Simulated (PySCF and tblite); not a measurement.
Values are calculated unless marked as measured or tabulated.
System: C₃H₃BrO₂, numbered as in [O:1]=[CH:2]/[C:3]([Br:4])=[CH:5]/[OH:6].

Motion: rotation about the C5–O6 bond (torsion C3–C5–O6–H from 0° to 180°, rising). GFN2-xTB gives an electronic barrier of 11.7 kcal/mol and a reaction energy of 4.6 kcal/mol.

Spin–orbit effects of heavy atoms on shieldings are missing.

Task: What does PBE0/pcSseg-1 + D3(BJ) give on GFN2-xTB geometries?

Result: A barrier of 11.1 kcal/mol, 0.6 below the tight-binding barrier (from unrounded values), a reaction energy of 4.2 kcal/mol and, with GFN2-xTB thermal terms, ΔG‡(298 K) = 9.9 kcal/mol and k = 7.4×10⁵ s⁻¹ (2 equivalent paths).

Programs: tblite and PySCF.
